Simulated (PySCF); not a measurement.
A structure optimised at B3LYP-D3(BJ)/def2-TZVP, used in a PySCF frequency run:

```
Cd
N 1 2.0306
H 2 1.0146 1 112.31
H 2 1.0146 3 106.70 1 -123.48
S 1 2.3528 2 173.73 3 119.86
H 5 1.3447 1 93.80 2 180.00
```
Charge 0, spin multiplicity 1.

Question: Write its SMILES, formula and point group.

Answer: [NH2][Cd][SH], CdH3NS, Cs

Question: What are its rotational constants (standard atomic weights)?

Answer: 141.46, 2.0884, 2.0807 GHz
